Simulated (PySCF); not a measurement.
## SbH: one state, many levels of theory

State: ³Σ⁻ (triplet), unpaired electrons π ↑↑. Set-up: Sb def2-TZVPPD with ECP28, H def2-TZVPPD; scalar-relativistic core potentials (PySCF 2.14). De refers to Sb + H in their high-spin ground configurations, without counterpoise correction. The functionals are run spin-unrestricted. A positive dipole means Sb(−)H(+).

```
      Level  Re (Å)  ωe (cm⁻¹)  De (eV)  μ (D)
        UHF   1.703       2031     1.63  -0.09
    UHF-MP2   1.694       2004     2.29    n/a
UHF-SCS-MP2   1.699       1988     2.41    n/a
   UHF-CCSD   1.704       1959     2.52    n/a
UHF-CCSD(T)   1.707       1937     2.55    n/a
        PBE   1.733       1856     2.65  -0.30
     PBEsol   1.728       1872     2.78  -0.24
       BLYP   1.738       1828     2.76  -0.38
     r²SCAN   1.716       1924     2.66  -0.21
      B3LYP   1.722       1902     2.75  -0.30
       PBE0   1.716       1936     2.58  -0.21
       MN15   1.708       1951     2.62  -0.37
  BHandHLYP   1.705       1986     2.66  -0.21
    LC-ωPBE   1.699       2021     2.55  -0.12
```

Q: Which functional lies closest to UHF-CCSD(T) in De, which farthest, and by how much do they differ from it?

A: Closest is LC-ωPBE (-0.8 pm in Re, +4.3 % in ωe, +0.00 eV in De against UHF-CCSD(T) in the same basis), farthest PBEsol (+2.1 pm in Re, -3.4 % in ωe, +0.23 eV in De). CCSD(T) converges more slowly with the basis than the functionals do and binds too weakly in this one, so the order can change at the basis-set limit.

Q: What does a quarter of exact exchange do here, going from PBE to PBE0?

A: PBE0 less PBE: -1.7 pm in Re, +4.3 % in ωe, -0.07 eV in De. Exact exchange removes part of the self-interaction that spreads semilocal densities, and in most molecules shortens and stiffens the bond and lowers De; so it does here.

Q: What does the step from GGA to meta-GGA do here, going from PBE to r²SCAN?

A: r²SCAN less PBE: -1.7 pm in Re, +3.7 % in ωe, +0.01 eV in De. 

Correlated steps freeze 4 core orbitals. Spin–orbit coupling is left out, which matters for elements this heavy, above all for dissociation energies. The state was picked by a PBE0 search and need not be the measured ground state.

The whole job (state search and all levels along the bond) took about 3.7 min on 1 thread of AMD EPYC 9R45 96-Core (shared host), peak memory 1.5 GiB.
